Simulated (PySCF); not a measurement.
Ho⁺ (holmium, charge +1): PBE calculation

Configuration: [Xe] 4f12, one real determinant (an excited configuration). Calculation: PySCF 2.14, in x2c-TZVPPall; scalar relativity by spin-free X2C-1e.

```json
{
  "Total energy": "-12615.47 hartree",
  "One-electron energy": "-17290.15 hartree",
  "Hartree (Coulomb) energy": "4949.35 hartree",
  "Exchange-correlation energy": "-274.67 hartree",
  "⟨S²⟩": "2.0022",
  "⟨L²⟩": "24.041",
  "Sum of ⟨r⟩": "37.75 bohr",
  "Sum of ⟨r²⟩": "42.27 bohr²",
  "Traceless quadrupole moment −½Σ⟨3z² − r²⟩ along its main axis": "0.299 e·bohr²",
  "Langevin diamagnetic susceptibility": "-33.5 ×10⁻⁶ cm³/mol",
  "Time after the integrals": "of the order of 5 core-seconds"
}
```

```tsv
shell	electrons	mean orbital energy (eV)	spread (eV)	rms radius, mean of both spins (bohr)
1s α	1	-55339.5	0	0.0236
1s β	1	-55339.5	0	0.0236
2s α	1	-9255.2	0	0.0953
2s β	1	-9255.1	0	0.0953
2p α	3	-8217.9	0.231	0.0858
2p β	3	-8217.8	0.223	0.0858
3s α	1	-2065.6	0	0.246
3s β	1	-2064.8	0	0.246
3p α	3	-1747.1	1.305	0.246
3p β	3	-1746.3	0.975	0.246
3d α	5	-1334.0	1.256	0.225
3d β	5	-1333.4	0.857	0.225
4s α	1	-406.26	0	0.552
4s β	1	-404.51	0	0.552
4p α	3	-301.12	2.110	0.587
4p β	3	-299.39	1.359	0.587
4d α	5	-156.94	2.370	0.645
4d β	5	-155.23	1.220	0.645
5s α	1	-50.592	0	1.38
5s β	1	-49.698	0	1.38
5p α	3	-27.026	0.854	1.68
5p β	3	-26.391	0.529	1.68
4f α	7	-2.089	2.198	1.06
4f β	5	-0.799	1.468	1.06
```

⟨L²⟩ = 24.04 against 30 for a pure H term, so this real determinant mixes terms. Spin-orbit coupling, absent here, splits the open shell strongly.

Densities and radii are taken from the X2C orbitals without a picture-change correction, which distorts them close to the nucleus.
